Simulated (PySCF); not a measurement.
CH2ClFO2Si, SMILES O=CO[Si@@H](F)Cl. Atoms are numbered in the order given.

```xyz
8

O      1.9625     0.3963     0.9174
C      2.0236    -0.2530    -0.0835
O      0.9544    -0.7602    -0.7413
Si    -0.6577    -0.5452    -0.3088
F     -0.9087    -1.1694     1.1527
Cl    -1.1538     1.4357    -0.2966
H      2.9595    -0.5302    -0.6113
H     -1.4346    -1.2897    -1.3062
```

Geometry: B3LYP-D3(BJ)/def2-SVP. The structure was generated by enumeration; whether it is a known compound was not checked. The values are those of a single conformer.

Two levels are set side by side: PBE/pcSseg-1 (PySCF) and PBE0/pcSseg-1 (PySCF). GIAO shifts against CFCl3 (¹⁹F), H2O (¹⁷O), HCl (³⁵Cl), TMS (²⁹Si), TMS (¹H), TMS (¹³C) at the same level; non-relativistic, no solvent, atoms listed together averaged. Without spin–orbit terms, shifts of atoms bonded to Cl or Br come out too high at both levels. Differences are taken from unrounded values.

| quantity | PBE0 | PBE | PBE minus PBE0 |
|---|---|---|---|
| δ(¹⁷O) of O1 (ppm) | 496.2 | 493.2 | -3.0 |
| δ(¹³C) of C2 (ppm) | 164.0 | 160.4 | -3.7 |
| δ(¹⁷O) of O3 (ppm) | 246.3 | 267.3 | 21.0 |
| δ(²⁹Si) of Si4 (ppm) | -28.7 | -28.2 | 0.4 |
| δ(¹⁹F) of F5 (ppm) | -135.0 | -147.6 | -12.6 |
| δ(³⁵Cl) of Cl6 (ppm) | 86.2 | 109.1 | 22.9 |
| δ(¹H) of H7 (ppm) | 8.06 | 8.12 | 0.06 |
| δ(¹H) of H8 (ppm) | 5.36 | 5.57 | 0.22 |

Rough cost on one machine, each run with all the roots and properties that it gave: PBE0 against PBE within a factor of 2.
